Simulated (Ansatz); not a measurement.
Mulliken charges of AlBrH2OSi, SMILES `[Br][Al]1[O][SiH2]1` from PBE/def2-TZVPP in Ansatz (PBE0-D4/def2-TZVP geometry).

| atom | x (Å) | y (Å) | z (Å) | charge (e) |
| --- | --- | --- | --- | --- |
| Br1 | -0.789 | -3.384 | 0.314 | -0.158 |
| Al2 | -0.124 | -1.255 | 0.180 | 0.276 |
| O3 | -0.969 | 0.126 | -0.445 | -0.343 |
| Si4 | 0.440 | 0.936 | -0.010 | 0.337 |
| H5 | 1.201 | 1.545 | -1.133 | -0.056 |
| H6 | 0.282 | 1.969 | 1.048 | -0.056 |

Task: By hand: the dipole of these point charges (1 e Å = 4.8032 D).

Result: Σ q r = (0.488, 0.264, 0.154) e Å, of length 0.576 e Å = 2.77 D.

Task: How does the dipole of the full density compare? (Estimate.)

Result: Computed: (0.212, 0.008, 0.088) e Å, 1.10 D; the point charges give 2.52 times that, at 26° from its direction.

Point charges leave out the atoms' own dipoles, such as those of lone pairs, and Mulliken's split depends on the basis, so the two needn't agree.
